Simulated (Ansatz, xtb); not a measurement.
# Two isomers of C6H12Si

Structure a is `C=CC1([SiH3])CCC1`, a singlet and structure b is `C=C[C@@H]1CC[C@@H]1[SiH3]`, a singlet. Both are isolated molecules in the gas phase, relaxed with PBE-D3(BJ)/def2-SVP; the shapes shown needn't be the lowest conformers.

a (Å):

```json
{"atom": "C", "x (Å)": "1.0370", "y (Å)": "-1.6620", "z (Å)": "2.3977"}
{"atom": "C", "x (Å)": "0.1523", "y (Å)": "-1.5340", "z (Å)": "1.3897"}
{"atom": "C", "x (Å)": "-0.6705", "y (Å)": "-0.3220", "z (Å)": "1.0858"}
{"atom": "C", "x (Å)": "-0.1793", "y (Å)": "1.0791", "z (Å)": "1.5725"}
{"atom": "C", "x (Å)": "-0.5565", "y (Å)": "1.6640", "z (Å)": "0.1883"}
{"atom": "C", "x (Å)": "-0.6373", "y (Å)": "0.2263", "z (Å)": "-0.3842"}
{"atom": "Si", "x (Å)": "-2.4601", "y (Å)": "-0.6775", "z (Å)": "1.6629"}
{"atom": "H", "x (Å)": "1.5896", "y (Å)": "-2.6000", "z (Å)": "2.5589"}
{"atom": "H", "x (Å)": "1.2340", "y (Å)": "-0.8372", "z (Å)": "3.1022"}
{"atom": "H", "x (Å)": "-0.0174", "y (Å)": "-2.3956", "z (Å)": "0.7157"}
{"atom": "H", "x (Å)": "-2.4937", "y (Å)": "-0.8376", "z (Å)": "3.1582"}
{"atom": "H", "x (Å)": "-2.9727", "y (Å)": "-1.9356", "z (Å)": "1.0130"}
{"atom": "H", "x (Å)": "-3.3665", "y (Å)": "0.4633", "z (Å)": "1.2718"}
{"atom": "H", "x (Å)": "-0.6595", "y (Å)": "1.5240", "z (Å)": "2.4687"}
{"atom": "H", "x (Å)": "0.9178", "y (Å)": "1.0695", "z (Å)": "1.7405"}
{"atom": "H", "x (Å)": "0.1737", "y (Å)": "2.3503", "z (Å)": "-0.2831"}
{"atom": "H", "x (Å)": "-1.5455", "y (Å)": "2.1638", "z (Å)": "0.2010"}
{"atom": "H", "x (Å)": "0.3007", "y (Å)": "-0.0778", "z (Å)": "-0.8929"}
{"atom": "H", "x (Å)": "-1.4890", "y (Å)": "-0.0146", "z (Å)": "-1.0543"}
```

b (Å):

```xyz
19

C    -2.9877    1.7970    1.4402
C    -1.8682    1.0728    1.6179
C    -1.4929   -0.1474    0.8409
C    -1.0414   -1.4252    1.6103
C     0.0263   -1.6893    0.5224
C    -0.1200   -0.2032    0.0699
Si    1.2726    0.9321    0.6866
H    -3.7326    1.5188    0.6755
H    -3.2025    2.6894    2.0482
H    -1.1506    1.3843    2.4016
H    -2.3121   -0.3999    0.1340
H    -0.5794   -1.1584    2.5831
H    -1.8108   -2.2018    1.7916
H    -0.3329   -2.3918   -0.2572
H     1.0244   -2.0370    0.8611
H    -0.2070   -0.0382   -1.0257
H     0.9644    2.3841    0.4378
H     2.5408    0.5736   -0.0429
H     1.5181    0.7411    2.1618
```

Problem. Estimate which is lower in electronic energy at CCSD(T)/def2-SVP + ΔMP2/def2-TZVPP, and by roughly how much.

Solution. CCSD(T)/def2-SVP + ΔMP2/def2-TZVPP gives E(b) − E(a) = +0.035 eV, slightly favouring structure a, which is too small a margin to settle the true order.

Level by level:

| level | geometry | E(b) − E(a) (eV) | departure from the last row (eV) | job, with rough time for the two |
| --- | --- | --- | --- | --- |
| GFN2-xTB | GFN2-xTB | +0.038 | +0.002 | optimisation, 0.34 s |
| HF/STO-3G | GFN2-xTB | −0.044 | −0.079 | single point, 1.5 s |
| r2SCAN-D4/def2-SVP | GFN2-xTB | +0.021 | −0.015 | single point, 12 s |
| PBE-D3(BJ)/def2-SVP | PBE-D3(BJ)/def2-SVP | +0.027 | −0.008 | optimisation, 87 s |
| HF/def2-SVP | PBE-D3(BJ)/def2-SVP | −0.023 | −0.059 | part of the CCSD(T) run |
| MP2/def2-SVP | PBE-D3(BJ)/def2-SVP | +0.057 | +0.021 | part of the CCSD(T) run |
| CCSD(T)/def2-SVP | PBE-D3(BJ)/def2-SVP | +0.038 | +0.002 | single point |
| CCSD(T)/def2-SVP + ΔMP2/def2-TZVPP | PBE-D3(BJ)/def2-SVP | +0.035 |  | single point, 4.6 min |

As drawn, both hold the same kinds of bond in the same numbers.

The largest departure from CCSD(T)/def2-SVP + ΔMP2/def2-TZVPP is that of HF/STO-3G, 0.079 eV. The last row adds to CCSD(T) the change of the MP2 difference between the two basis sets, here −0.002 eV.

With thermal terms from frequencies at re-optimised GFN2-xTB minima (ideal gas, soft modes damped towards free rotors, one conformer each, 298.15 K, 1 atm): on the last row, ΔE + ΔZPE = +0.045, ΔH = +0.040, ΔG = +0.042 eV.

The correlated steps freeze 11 core orbitals. Mirror images aren't counted in ΔG. Codes used: Ansatz 0.2.0, xtb 6.7.1; the last row on 2 threads of Arm Neoverse V1 on a shared host.
